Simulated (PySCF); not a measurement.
C3H8O2Si.
SMILES with atom numbers: `[CH2:1]=[C:2]([CH3:3])[SiH:4]([OH:5])[OH:6]` (hydrogens: H7, H8 on C1; H9, H10, H11 on C3; H12 on Si4; H13 on O5; H14 on O6)

Vertical excitations from PySCF (density fitting, frozen core in the response, grid level 2 and gas phase unless stated; continuum runs use non-equilibrium linear response for the excitations) on a GFN2-xTB geometry. Reference run:

```tsv
settings	S1, eV (f)	S2, eV (f)	S3, eV (f)	S4, eV (f)	S5, eV (f)	S6, eV (f)	T1, eV (Tamm–Dancoff)	mean α (au)
CAM-B3LYP/def2-SVPD, full TDDFT, 8 singlets	6.61 (0.009)	6.99 (0.114)	7.12 (0.247)	7.43 (0.000)	7.72 (0.003)	7.84 (0.013)	4.29	68.4
```

What do these settings give: wB97X/def2-SVPD, grid level 3, damping 0.2 at the start, DIIS from the seventh cycle, TDA, 1 singlet?

```tsv
settings	S1, eV (f)	S2, eV (f)	S3, eV (f)	S4, eV (f)	S5, eV (f)	S6, eV (f)	T1, eV (Tamm–Dancoff)	mean α (au)
wB97X/def2-SVPD, grid level 3, damping 0.2 at the start, DIIS from the seventh cycle, TDA, 1 singlet	6.79 (0.011)	–	–	–	–	–	–	68.3
```

S1 moves by +0.18 eV; functional and response scheme change together, so the shift can't be laid on one. States are counted by energy in each run and needn't keep their character from row to row.

Give the leading configurations of S1 (H = HOMO, L = LUMO) and the HOMO–LUMO gap of each run.

```csv
settings,S1 configurations (weight),S1 (eV),orbital gap (eV),S1 − gap (eV)
"CAM-B3LYP/def2-SVPD, full TDDFT, 8 singlets","H−1→L 0.54, H−1→L+1 0.29",6.61,9.65,-3.04
"wB97X/def2-SVPD, grid level 3, damping 0.2 at the start, DIIS from the seventh cycle, TDA, 1 singlet","H−1→L 0.64, H−1→L+1 0.20",6.79,11.83,-5.04
```

Conformer computed: `[CH2:1]=[C:2]([CH3:3])[SiH:4]([OH:5])[OH:6]`: C1–C2–Si4–O5 -10°, H–O5–Si4–C2 55°, H–O6–Si4–C2 153°.

One conformer stands for the species.
